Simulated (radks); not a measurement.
Task: These are the eigenvalues of the occupied orbitals of an atom or ion with whole-number occupations (hartree). Method: non-relativistic Kohn-Sham, r2SCAN, spin-unpolarised, spherical densities, point nucleus; meta-GGA in the generalised Kohn-Sham scheme; computed with a radial shooting solver on a logarithmic mesh with Libxc functionals.

| orbital | eigenvalue |
|---|---|
| 1s | -2347.457 |
| 2s | -388.2392 |
| 2p | -372.0172 |
| 3s | -90.31440 |
| 3p | -82.80324 |
| 3d | -68.83243 |
| 4s | -19.72275 |
| 4p | -16.55535 |
| 4d | -10.80068 |
| 5s | -4.16887 |
| 4f | -3.32457 |
| 5p | -3.22206 |
| 5d | -1.75340 |
| 6s | -1.35143 |

Which element is it, and in what charge state? The configuration may be excited.

Result: Z = 74, tungsten, charge +4: W4+ in [Xe] 4f14 5d1 6s1. The list shows which subshells hold electrons but not how many an open one holds; the 1s level, -2347.5 hartree, gives Z - s = 68.5 by -(Z - s)^2/2, which with screening narrows Z to a few neighbours, and the depths of the outer levels then fix element, charge and occupations together.
